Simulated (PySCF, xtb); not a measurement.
BeF, SMILES [Be][F], multiplicity 2.

Harmonic wavenumbers (cm⁻¹) from GFN2-xTB (xtb 6.7.1) at its own minimum, in rising order: 1119.

### Question
What does PySCF with B3LYP-D3(BJ)/def2-TZVPD give at its own minimum? (An estimate is asked for; the answer gives what the named calculation found.)

### Answer
1225. Paired by order, the mean absolute difference is 105 cm⁻¹ and the zero-point energies are 1.6 and 1.8 kcal/mol.
